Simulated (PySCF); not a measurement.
Zn(SH)2 (H2S2Zn), SMILES [SH][Zn][SH].

Geometry optimised at r2SCAN-D4/def2-TZVP. One conformer was computed; it need not be the lowest.

Level of theory: TDA-CAM-B3LYP/def2-SVPD run with PySCF 2.14.0.

Vertical excitations. Gas-phase values at a fixed geometry. State labels are in the subgroup C2.

| state | symmetry | energy (eV) | λ (nm) | f | main pairs |
|---|---|---|---|---|---|
| S1 | A | 5.35 | 232 | 0.043 | HOMO→LUMO 94 % |
| S2 | B | 5.35 | 232 | 0.046 | HOMO−1→LUMO 94 % |
| S3 | B | 5.88 | 211 | 0.001 | HOMO−1→LUMO+1 46 %, HOMO→LUMO+2 43 % |
| S4 | A | 5.92 | 209 | 0.001 | HOMO→LUMO+1 46 %, HOMO−1→LUMO+2 44 % |
| S5 | B | 6.16 | 201 | 0.002 | HOMO−2→LUMO 33 %, HOMO→LUMO+2 33 %, HOMO−1→LUMO+1 30 % |
| S6 | A | 6.36 | 195 | 0.003 | HOMO−1→LUMO+2 47 %, HOMO→LUMO+1 41 % |
| S7 | B | 6.58 | 188 | 0.007 | HOMO−1→LUMO+4 41 %, HOMO→LUMO+3 31 %, HOMO→LUMO+5 12 % |
| S8 | A | 6.58 | 188 | 0.005 | HOMO→LUMO+4 42 %, HOMO−1→LUMO+3 30 %, HOMO−1→LUMO+5 12 %, HOMO→LUMO+1 6 % |
| S9 | B | 6.95 | 178 | 0.081 | HOMO−2→LUMO+1 84 % |
| S10 | A | 7.00 | 177 | 0.001 | HOMO−2→LUMO+2 91 % |
| T1 | A | 4.95 | 250 | 0 | HOMO→LUMO 91 % |
| T2 | B | 4.95 | 250 | 0 | HOMO−1→LUMO 91 % |
| T3 | B | 5.64 | 220 | 0 | HOMO−1→LUMO+1 62 %, HOMO−1→LUMO+4 10 % |
| T4 | A | 5.65 | 220 | 0 | HOMO→LUMO+1 50 %, HOMO−1→LUMO+2 18 %, HOMO→LUMO+4 13 %, HOMO−1→LUMO+3 8 % |
Triplets are in the Tamm–Dancoff approximation.
